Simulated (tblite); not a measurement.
Compound: C₆H₁₈GaN.
Geometry (GFN2-xTB, Å), atoms numbered from 1 in this order:
```xyz
26
C6H18GaN angstrom
C      3.511    0.269   -0.156
C      2.713   -0.659   -1.062
C      1.360   -1.001   -0.421
Ga     0.412    0.691    0.177
N     -1.669    0.194    0.305
C     -2.175   -0.136   -1.019
C     -2.376    1.356    0.827
C     -1.828   -0.934    1.210
H      3.656   -0.190    0.822
H      4.484    0.506   -0.583
H      2.949    1.204   -0.014
H      2.542   -0.158   -2.021
H      3.291   -1.569   -1.261
H      0.787   -1.615   -1.134
H      1.548   -1.656    0.444
H      0.268    1.888   -0.818
H      0.577    1.177    1.652
H     -1.988    0.705   -1.690
H     -3.249   -0.353   -1.000
H     -1.641   -1.005   -1.404
H     -3.454    1.172    0.899
H     -2.193    2.206    0.168
H     -1.981    1.602    1.814
H     -1.302   -1.799    0.805
H     -2.884   -1.190    1.358
H     -1.379   -0.682    2.173
```

Method: GFN2-xTB as coded in tblite; computed harmonic values from a numerical Hessian at the method's own geometry, unscaled. Errors from tens to a few hundred cm⁻¹ against measured bands are possible. Modes of hydrogen on gallium can be 10 to 20 % off. One conformer, not necessarily the lowest.

Harmonic wavenumbers (cm⁻¹): 38.4, 50.0, 73.9, 112.4, 138.4, 153.1, 161.4, 197.2, 208.4, 254.5, 260.9, 268.8, 357.1, 391.4, 423.9, 424.4, 474.4, 512.4, 543.2, 623.1, 669.7, 742.0, 831.2, 877.8, 926.1, 995.5, 1022.8, 1035.2, 1040.2, 1040.8, 1080.3, 1082.8, 1099.2, 1195.0, 1220.6, 1225.5, 1257.7, 1262.3, 1274.2, 1339.1, 1398.7, 1405.1, 1406.6, 1426.4, 1457.0, 1464.9, 1467.1, 1469.1, 1471.3, 1475.5, 1476.5, 1485.6, 1487.1, 1498.9, 1602.2, 1673.7, 2837.3, 2859.5, 2882.7, 2914.5, 2926.5, 2927.4, 2932.9, 2938.2, 2986.0, 2988.0, 2992.7, 2996.5, 2996.7, 3000.3, 3001.9, 3014.8.

A = 2907, B = 758.6, C = 706.1 MHz; mass 173.069 u (most abundant isotopes); point group C1, symmetry number 1.

**Question.** Zero-point energy?

**Answer.** Half the sum of the wavenumbers: 48873 cm⁻¹ = 584.66 kJ/mol.

**Question.** Give the ideal-gas entropy at 298.15 K and 1 bar in the rigid-rotor, harmonic-oscillator model (classical rotation).

**Answer.** Translation 173.13, rotation 124.32, vibration 179.66: S = 477.1 J/(mol K).

**Question.** And Cp and H(298.15 K) − H(0)?

**Answer.** Cp = 206.55 J/(mol K), of which vibrations give 173.29 (their classical limit is 72 R = 598.6); H(298.15 K) − H(0) = 37.53 kJ/mol without the zero-point energy, 27.61 from vibrations.

**Question.** Blend soft modes into free rotors: weight 1/[1 + (100 cm⁻¹/ν̃)⁴] for the oscillator and the rest for a rotor with moment μB/(μ + B), μ = h/(8π²ν), B = 10⁻⁴⁴ kg m². What vibrational entropy results?

**Answer.** 164.36 J/(mol K) in place of 179.66, which changes −T·S at 298.15 K by +4.56 kJ/mol.

**Question.** What must be added to the electronic energy to get the Gibbs energy at 298.15 K and 1 bar?

**Answer.** ZPE + [H(298.15 K) − H(0)] − T·S = 584.66 + 37.53 − 142.25 = 479.94 kJ/mol.

Hindered rotation and anharmonicity are outside this model. Other conformers, if any are populated, would add a mixing term that is left out. The structure is chiral; the term R ln 2 for an equal mix with its mirror image is left out.

Time: 1.4 s of wall time. Hardware: an Arm Neoverse V1 with one thread, shared host with 32 logical CPUs at a one-minute load of 32. The figure is for the frequency step alone.
